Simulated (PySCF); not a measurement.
**[Sm(NH3)3]2+ at several levels of theory**

Computed with PySCF 2.14.0 (density fitting, no spin-orbit coupling) at the geometry relaxed with PBE0:

```xyz
13
[Sm(NH3)3]2+ (singlet in the valence; each metal's 4f electrons, 6 of them, lie in its core potential, out of spins and levels)
Sm   -0.0006   -0.0008   -0.0006
N     2.6802    0.0000    0.0057
H     3.1116   -0.2441    0.9055
H     3.1174   -0.6557   -0.6532
H     3.1145    0.9004   -0.2303
N    -1.3403    2.3207    0.0094
H    -1.0097    3.0105    0.6951
H    -1.3176    2.8375   -0.8781
H    -2.3437    2.2425    0.2141
N    -1.3402   -2.3210   -0.0151
H    -1.9899   -2.4520    0.7696
H    -1.9300   -2.4760   -0.8416
H    -0.7515   -3.1619    0.0194
```

| level | basis | state | HOMO (eV) | gap (eV) | charge on Sm1 (e) | population of f-type functions on Sm1 (polarisation alone where 4f lies in the core) | dipole about the centre of mass (D) | largest force component (eV/Å) |
| --- | --- | --- | --- | --- | --- | --- | --- | --- |
| PBE0 | Sm lcecp-0-SVP with ECP52, N def2-SVP, H def2-SVP | singlet | – | – | 1.31 | 0.01 | 0.00 | 0.00 |
| M06-L | the same | singlet | – | – | 1.38 | 0.01 | 0.00 | 0.10 |
| PBE0 | Sm lcecp-0-TZVP with ECP52, N def2-TZVP, H def2-TZVP | singlet | – | – | 1.62 | 0.02 | 0.00 | 0.41 |

In the lcecp rows the 4f levels are missing from HOMO and gap, and the state counts the valence alone.

Charges are Mulliken's, which hang on the basis. The relaxation used the grid (50, 194), these runs (75, 302) or, all-electron (x2c bases, spin-free X2C Hamiltonian), (99, 590).

Q: What does CAM-B3LYP with Sm lcecp-0-SVP with ECP52, N def2-SVP, H def2-SVP give here?

A: state singlet, charge on Sm1 (e) 1.29, population of f-type functions on Sm1 (polarisation alone where 4f lies in the core) 0.01, dipole about the centre of mass (D) 0.00, largest force component (eV/Å) 0.04. Time: 9.6 s on 2 threads of Arm Neoverse V2 (shared host), from an already converged density.

No frequency check is given that shows the relaxed geometry to be a minimum, and it was reached by following one of several unstable modes of a saddle point. An lcecp potential fixes the number of 4f electrons, so in runs with it no electron can move into or out of that shell.
